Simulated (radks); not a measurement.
Results of a calculation; reference values are marked as such.
All-electron atom: Zn in [Ar] 3d9 4s2 4p1 (not the ground configuration).

Code: a radial shooting solver on a logarithmic mesh with Libxc functionals. Model: Dirac Kohn-Sham, BLYP, spin-unpolarised, spherical densities, finite nucleus; open shells are shared between the two j in proportion to 2j + 1; Fermi nuclear charge, rms radius 3.9283 fm.

Energy parts (Ry):
| part | energy |
|---|---|
| total | -3592.00460 |
| kinetic | 3659.01310 |
| electron-nucleus | -8647.49373 |
| Hartree | 1539.58684 |
| exchange-correlation | -143.11080 |

Orbitals (lengths in bohr, moments of r in powers of bohr; <r^-3> diverges for s and p1/2; r(90%) holds 90 % of the orbital's charge):
| orbital | occ. | eigenvalue (Ry) | <r^-3> | r(90%) |
|---|---|---|---|---|
| 1s1/2 | 2 | -700.8016 | - | 0.0899 |
| 2s1/2 | 2 | -85.84323 | - | 0.350 |
| 2p1/2 | 2 | -75.69701 | - | 0.321 |
| 2p3/2 | 4 | -73.94143 | 769.7 | 0.326 |
| 3s1/2 | 2 | -10.13332 | - | 1.02 |
| 3p1/2 | 2 | -6.91469 | - | 1.08 |
| 3p3/2 | 4 | -6.68522 | 101.3 | 1.10 |
| 3d3/2 | 3.6 | -1.34595 | 10.40 | 1.46 |
| 3d5/2 | 5.4 | -1.31751 | 10.13 | 1.47 |
| 4s1/2 | 2 | -0.63229 | - | 3.67 |
| 4p1/2 | 0.333333 | -0.19047 | - | 5.54 |
| 4p3/2 | 0.666667 | -0.18261 | 3.480 | 5.65 |

The highest occupied level is 4p3/2 at -2.484 eV. Summed over all electrons, <r^2> = 41.68 bohr^2, which gives a Langevin (diamagnetic) susceptibility term of -33 x 10^-6 cm^3/mol.
